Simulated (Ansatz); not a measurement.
Pb2S⁺, relaxed as a doublet with UKS PBE-D4/def2-TZVP in Ansatz, starting from the GFN1-xTB geometry. Force threshold 0.02 eV/Å.

In the def2 sets Pb takes a core potential; there is no spin–orbit coupling. The structure comes from a short search, and lower isomers may exist.

Start:

Cartesian coordinates in Å:
```
Pb 0.074 1.541 0.825
Pb 1.066 -1.011 -0.950
S -1.140 -0.530 0.124
```

(1) Estimate the energy that the relaxation releases and the steps that it takes.

(2) Does the start keep its bonding and symmetry?

(3) Predict the relaxed structure.

Results:

(1) 0.01 eV, in 4 steps; 7 s on 4 threads of Arm Neoverse V1 on a shared host. No frequencies were taken in this run, so the end may be a saddle point.

(2) By distances, no bond broke or formed. The bond that changes most is Pb2–S3, from 2.50 to 2.52 Å (atoms count from 1). Point group C2v at the start, C2v at the end, both within 0.05 Å.

(3) 
```xyz
3

Pb    0.046    1.583    0.859
Pb    1.074   -1.062   -0.981
S    -1.120   -0.521    0.122
```
Bond lengths (bridged metal pairs left out): 2 × Pb–S 2.52 Å.
